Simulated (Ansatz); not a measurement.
Cost and result up the ladder for Zn₅O₅H₁₈ (28 atoms). The state is a singlet with charge 0. Geometry: PBE-D4/def2-SVP.

```xyz
28

Zn    1.500    2.946   -0.714
Zn    2.814   -0.156    2.931
Zn   -0.774    0.156   -1.479
Zn   -3.154   -3.673   -1.306
Zn   -0.734    2.008    0.379
O     0.900    0.978   -0.724
O     1.049   -0.344    1.779
O     2.757    2.581    0.921
O    -1.028   -1.195    0.210
O    -2.306   -2.633   -2.894
H     2.214    3.786   -1.819
H    -0.058    3.483    0.054
H     3.483   -1.549    3.122
H     2.696    1.436    3.100
H    -0.877   -0.649   -2.840
H    -1.796    1.419   -0.882
H    -2.229   -3.234   -0.070
H    -4.357   -4.486   -1.874
H    -0.903    1.252    1.800
H     1.357    0.435   -0.044
H     0.547   -1.085    1.360
H     0.340    0.376    1.858
H     3.573    3.109    0.986
H     2.676    2.089    1.804
H    -1.562   -2.060    0.033
H    -1.581   -0.667    0.828
H    -1.722   -1.809   -2.813
H    -2.827   -2.518   -3.709
```

Ansatz on 2 threads of AMD EPYC 7R13 on a shared host and a share (18 GiB) of an NVIDIA H100 80GB HBM3. Times are rough, and most runs start from the orbitals of an earlier one. ωB97M-V/def2-TZVP serves as the yardstick here, not as an exact answer. Differences are given only for rows in sets of like size (and for xTB, whose basis is part of the method), since another set adds its own error. Binding counts from free atoms at the same level (Zn singlet, O triplet, H doublet; other spins of the atoms weren't run), without zero-point energy or a counterpoise term.

Correlated methods freeze 50 core orbitals. Single mean-field runs in def2-TZVP are fitted with def2-universal-jkfit. In the singlet geometry the species has come apart into loosely held pieces.

Correlated methods converge slowly with the basis.

```json
{"level": "PBE-D4/def2-SVP", "functions": "315", "wall time": "9 s", "binding energy per atom (eV)": "2.68", "difference from ωB97M-V/def2-TZVP (eV)": "–"}
{"level": "PBE0-D4/def2-SVP", "functions": "315", "wall time": "9.5 s", "binding energy per atom (eV)": "2.62", "difference from ωB97M-V/def2-TZVP (eV)": "–"}
{"level": "r2SCAN-D4/def2-TZVP", "functions": "503", "wall time": "10 s", "binding energy per atom (eV)": "2.63", "difference from ωB97M-V/def2-TZVP (eV)": "0.02"}
{"level": "r2SCAN0-D4/def2-TZVP", "functions": "503", "wall time": "10 s", "binding energy per atom (eV)": "2.58", "difference from ωB97M-V/def2-TZVP (eV)": "-0.03"}
{"level": "MP2/def2-TZVP", "functions": "503", "wall time": "11 s", "binding energy per atom (eV)": "2.51", "difference from ωB97M-V/def2-TZVP (eV)": "-0.10"}
{"level": "PBE-D4/def2-TZVP (with forces)", "functions": "503", "wall time": "12 s", "binding energy per atom (eV)": "2.60", "difference from ωB97M-V/def2-TZVP (eV)": "-0.01"}
{"level": "PBE0-D4/def2-TZVP (with forces)", "functions": "503", "wall time": "14 s", "binding energy per atom (eV)": "2.55", "difference from ωB97M-V/def2-TZVP (eV)": "-0.06"}
{"level": "ωB97M-V/def2-TZVP", "functions": "503", "wall time": "15 s", "binding energy per atom (eV)": "2.61", "difference from ωB97M-V/def2-TZVP (eV)": "0.00"}
```
